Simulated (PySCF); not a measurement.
Sn(F)2(Cl)(Me) (CH₃ClF₂Sn), SMILES [F][Sn]([F])([CH3])[Cl].

Geometry: B3LYP-D3(BJ)/def2-SVP. The structure was generated by enumeration; whether it is a known compound was not checked. The def2 effective core potentials stand for the cores of Sn; spin–orbit coupling is left out.

Two levels are set side by side: PBE/def2-TZVP (PySCF) and ωB97X/def2-TZVP (PySCF). Same geometry, gas phase. Differences are taken from unrounded values.

```csv
quantity,ωB97X,PBE,PBE minus ωB97X
orbital gap (eV),11.77,4.86,-6.90
highest occupied level (eV),-11.89,-8.05,3.85
lowest empty level (eV),-0.13,-3.18,-3.06
dipole moment (D),4.41,4.23,-0.18
mean polarisability (bohr³),58.3,62.0,3.7
```

Without exact exchange PBE keeps part of each electron's self-repulsion, which lifts occupied levels and narrows the gap. PBE's more diffuse valence density responds more strongly to a field. Differences between two approximate levels are no errors against the true value.

Rough cost on one machine, each run with all the roots and properties that it gave: ωB97X against PBE within a factor of 2.
